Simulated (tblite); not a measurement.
Compound: C7H6N (doublet state).
Numbering: `[CH2:1][CH2:2][C:3](=[CH2:4])[C:5]#[C:6][C:7]#[N:8]` (hydrogens: H9, H10 on C1; H11, H12 on C2; H13, H14 on C4)
Bond orders are those of one Lewis drawing.

Computed with GFN2-xTB (tblite), gas phase: L-BFGS steps from a force-field or distance-geometry start until the largest atomic force falls under 0.01 eV/Å.

Step 0: E = -563.9049 eV
```
atom  x, y, z in Å  |  force x, y, z in eV/Å
C1     -1.7800    0.4877    1.1134   -0.438   0.120  -0.016
C2     -1.3967   -0.4790    0.0453    0.342   0.407   0.649
C3      0.1135   -0.6871   -0.0078   -0.322   0.194  -0.288
C4      0.6867   -1.8145    0.3895    0.279  -0.862   0.458
C5      0.9249    0.3511   -0.5453   -0.531  -0.276   0.214
C6      1.6058    1.2283   -1.0089    2.928   3.794  -1.945
C7      2.4899    2.3569   -1.5909   -1.456  -1.898   1.000
N8      3.1573    3.2046   -2.0215   -1.456  -1.842   0.927
H9     -1.2695    0.5057    2.0700   -0.118  -0.030  -0.430
H10    -2.7326    1.0221    1.0298    0.666  -0.297   0.054
H11    -1.9064   -1.4353    0.2487    0.272  -0.073  -0.065
H12    -1.7588   -0.1326   -0.9155   -0.065   0.162  -0.276
H13     0.0986   -2.6388    0.8186    0.370   0.519  -0.324
H14     1.7665   -1.9694    0.3374   -0.472   0.082   0.043
```

Step 1: E = -564.1318 eV
```
atom  x, y, z in Å  |  force x, y, z in eV/Å
C1     -1.7863    0.4894    1.1131   -0.015  -0.085   0.064
C2     -1.3918   -0.4732    0.0546   -0.058   0.290   0.122
C3      0.1089   -0.6843   -0.0119    0.342  -0.360   0.003
C4      0.6907   -1.8268    0.3960   -0.167   0.392  -0.055
C5      0.9173    0.3471   -0.5422    3.079   4.279  -2.211
C6      1.6476    1.2825   -1.0366   -1.767  -2.212   1.206
C7      2.4691    2.3298   -1.5766   -0.815  -1.070   0.571
N8      3.1365    3.1782   -2.0083   -1.065  -1.349   0.677
H9     -1.2711    0.5053    2.0639   -0.077   0.004  -0.308
H10    -2.7231    1.0178    1.0305    0.231  -0.054   0.000
H11    -1.9025   -1.4364    0.2477    0.310   0.025  -0.051
H12    -1.7597   -0.1303   -0.9195    0.042   0.066   0.037
H13     0.1039   -2.6314    0.8140    0.083   0.075  -0.086
H14     1.7598   -1.9682    0.3381   -0.123  -0.001   0.032
```

Step 2: E = -564.3873 eV
```
atom  x, y, z in Å  |  force x, y, z in eV/Å
C1     -1.7907    0.4896    1.1137    0.286  -0.191   0.076
C2     -1.3891   -0.4659    0.0623   -0.014   0.115  -0.347
C3      0.1098   -0.6866   -0.0146    1.223   0.509  -0.345
C4      0.6915   -1.8307    0.3998   -0.252   1.191  -0.423
C5      0.9476    0.3937   -0.5656    0.194   0.433  -0.226
C6      1.6556    1.2937   -1.0416   -1.043  -1.280   0.693
C7      2.4457    2.2991   -1.5603    0.006   0.005   0.015
N8      3.1101    3.1449   -1.9915   -0.651  -0.830   0.413
H9     -1.2732    0.5050    2.0562    0.015   0.028  -0.104
H10    -2.7140    1.0143    1.0310   -0.171   0.164  -0.041
H11    -1.8963   -1.4368    0.2465    0.323   0.099  -0.038
H12    -1.7598   -0.1279   -0.9217    0.106   0.021   0.230
H13     0.1085   -2.6255    0.8099   -0.143  -0.211   0.079
H14     1.7538   -1.9674    0.3388    0.119  -0.052   0.019
```

Question: Estimate the geometry and energy of step 3. (The exact step hangs on the optimiser's Hessian estimate; all steps are aligned on step 2, rigid shifts and turns removed.)

Answer: E = -564.4464 eV, largest force 2.093 eV/Å
```
atom  x, y, z in Å  |  force x, y, z in eV/Å
C1     -1.7875    0.4869    1.1149    0.026  -0.065  -0.095
C2     -1.3884   -0.4628    0.0587    0.345   0.063  -0.207
C3      0.1283   -0.6781   -0.0210    0.192   0.875  -0.386
C4      0.6882   -1.8142    0.3944    0.157   0.104  -0.022
C5      0.9501    0.4011   -0.5692   -0.705  -0.796   0.415
C6      1.6471    1.2839   -1.0360    0.101   0.172  -0.074
C7      2.4412    2.2933   -1.5570   -1.207  -1.516   0.792
N8      3.0952    3.1259   -1.9820    0.564   0.710  -0.372
H9     -1.2733    0.5054    2.0532    0.101   0.016   0.042
H10    -2.7147    1.0160    1.0305   -0.008   0.074  -0.022
H11    -1.8903   -1.4354    0.2457    0.353   0.089  -0.052
H12    -1.7583   -0.1271   -0.9189    0.051   0.076   0.078
H13     0.1073   -2.6273    0.8101    0.045   0.206  -0.118
H14     1.7542   -1.9680    0.3393   -0.015  -0.007   0.021
```

The energy changes by -0.0591 eV. The first-order estimate −F·Δx gives -0.1185 eV and the mean of the old and new forces, exact on a quadratic surface, -0.0581 eV. The step makes an angle of 24° with the force vector and moves no atom by more than 0.026 Å.

The cost below is that of the whole relaxation. On an Arm Neoverse V1 with one thread, no GPU, shared host with 32 logical CPUs at a one-minute load of 23, this took 0.72 s wall.
